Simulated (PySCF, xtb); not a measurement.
Cd(Cl)(SiH3) (CdClH₃Si), SMILES [SiH3][Cd][Cl].

Harmonic wavenumbers (cm⁻¹) from GFN2-xTB (xtb) at its own minimum, in rising order: 51, 53, 231, 284, 392, 403, 751, 786, 801, 2100, 2106, 2191.

Question: What does B3LYP-D3(BJ)/def2-TZVP run with PySCF 2.14.0 give at its own minimum? (An estimate is asked for; the answer gives what the named calculation found.)

Answer: 74, 74, 271, 361, 471, 471, 861, 952, 952, 2215, 2230, 2230. Paired by order, the mean absolute difference is 84 cm⁻¹ and the zero-point energies are 14.5 and 16.0 kcal/mol.
